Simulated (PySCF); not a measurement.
BCl2, multiplicity 2. Atoms are numbered in the order given.

```xyz
3

Cl     0.0000    -1.5281     0.1011
B      0.0000     0.0000    -0.6878
Cl     0.0000     1.5281     0.1011
```
Charge 0, spin multiplicity 2.

The structure is a stationary point at PBE0-D3(BJ)/def2-TZVP. The isomer is the one that the SMILES or the coordinates give; other isomers of the formula were not compared.

These are r2SCAN/def2-TZVPD (PySCF) values and carry that method's errors.

Mulliken values depend strongly on the basis, most of all with diffuse functions as here. Atomic charges (e):

```csv
atom,Mulliken,meta-Löwdin,Mulliken spin
Cl1,-0.20,[?],0.08
B2,0.40,[?],0.85
Cl3,-0.20,[?],0.08
```

Q: What belongs in the gaps? (An estimate is asked for; the answer gives what the named calculation found.)

A: 
- Cl1, meta-Löwdin: 0.01
- B2, meta-Löwdin: -0.02
- Cl3, meta-Löwdin: 0.01
